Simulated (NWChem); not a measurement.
Species: C2H6B cation

```xyz
9

C      0.0000     0.0000     1.4827
B      0.0000     0.0000     0.0000
C      0.0000     0.0000    -1.4827
H     -0.7883     0.6643     1.8729
H     -0.1811    -1.0148     1.8729
H      0.9694     0.3505     1.8729
H      0.3505     0.9694    -1.8729
H     -1.0148    -0.1811    -1.8729
H      0.6643    -0.7883    -1.8729
```
Atoms are numbered in this order, from 1.

Program: NWChem. Pople sets run with spherical d functions. Geometry: optimised at B3LYP/6-31G* (spherical d). Static field.

```csv
level,isotropic polarisability (bohr³),anisotropy (bohr³)
PBE/6-31+G*,32.8,19.3
B3LYP/6-31+G*,31.9,17.1
CAM-B3LYP/6-31+G*,…,…
"LDA (Slater exchange, VWN5)/6-31+G*",33.3,20.0
```

Question: What belongs in the gaps?

Answer: 
- CAM-B3LYP/6-31+G*, isotropic polarisability (bohr³): 31.4
- CAM-B3LYP/6-31+G*, anisotropy (bohr³): 16.0
